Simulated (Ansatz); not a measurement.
CH$_{5}$AlO$_{2}$Si, SMILES `O=[C]([SiH3])[AlH][OH]` at its PBE0-D4/def2-TZVP geometry, where that method's forces vanish. Charge 0, multiplicity 1.

```xyz
10

O    -1.1122    1.8266    0.6802
C    -0.5650    0.8263    0.2503
Si   -1.2848   -0.1216   -1.2802
Al    1.1112    0.2526    1.2433
O     1.8513   -1.1403    0.6268
H    -1.5661   -1.5188   -0.8519
H    -0.2268   -0.1559   -2.3261
H    -2.5164    0.5276   -1.7981
H     1.6650    1.0554    2.4889
H     2.6437   -1.5520    0.9668
```

What forces (eV/Å) does PBE-D4/def2-TZVPP give on these atoms in Ansatz? (Estimate.)

Ansatz gave: 
```
O1  -0.424  0.817  0.370
C2   0.310 -0.603 -0.271
Si3 -0.023 -0.021 -0.042
Al4 -0.065  0.217  0.138
O5  -0.197 -0.163 -0.329
H6  -0.022 -0.159  0.038
H7   0.116 -0.018 -0.116
H8  -0.138  0.065 -0.067
H9   0.039  0.088  0.117
H10  0.403 -0.221  0.161
```
